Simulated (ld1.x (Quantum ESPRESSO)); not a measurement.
# Transferability test, RRKJ potential for technetium

Tc, norm-conserving RRKJ (Kleinman–Bylander form), made with ld1.x (Quantum ESPRESSO) 7.5 (BP86, scalar-relativistic). Core [Ar] 3d10, reference 4s2 4p6 4d5 5s2 5p0. Waves: 4s (bound): rc 1.70 bohr; 4p (bound): rc 1.50 bohr; 4d (bound): rc 2.10 bohr. Local part: all-electron potential smoothed inside 1.20 bohr (lloc = -2). Core correction: none.

Occupied shells without a wave of their own: 5s. They enter only through the test configuration that unscreens the potential.

Energies are relative to the spin-unpolarised reference configuration 4s2 4p6 4d5 5s2 5p0; without spin polarisation the order of configurations can differ from experiment.

```tsv
valence configuration	charge	ΔE all-electron (eV)	error AE − PS (meV)
4s2 4p6 4d5 5s0 5p0	+2	23.357	-2022
4s2 4p6 4d4 5s0 5p0	+3	52.153	-2911
4s2 4p6 4d5 5s1.5 5p0	+0.5	3.373	-350
4s2 4p6 4d6 5s1 5p0	0	-0.888	-482
4s2 4p6 4d4 5s2 5p1	0	6.593	+82
```

**Question.** What are ΔE and the potential's error for 4s2 4p6 4d5 5s1 5p0?

**Answer.** ΔE = 8.347 eV all-electron; the error (AE − PS) is -794 meV.

**Question.** What are ΔE and the potential's error for 4s2 4p6 4d5.5 5s1.5 5p0?

**Answer.** ΔE = -0.608 eV all-electron; the error (AE − PS) is -271 meV.

Levels in the configuration 4s2 4p6 4d5 5s1.5 5p0:

| level | all-electron (eV) | pseudo (eV) |
| --- | --- | --- |
| 4s | -77.155 | -77.378 |
| 4p | -49.103 | -49.311 |
| 4d | -10.373 | -10.541 |
| 5s | -8.318 | -9.107 |

ld1.x printed “convergence not achieved” for 6 of the counted tests; their residual had stalled under 1e-8, short of the target of 1e-14. The 5s level has no wave, so the channel is fitted at the deeper level alone: the likely source of the large errors.

The potential misses its own reference levels by up to 0.6 eV.
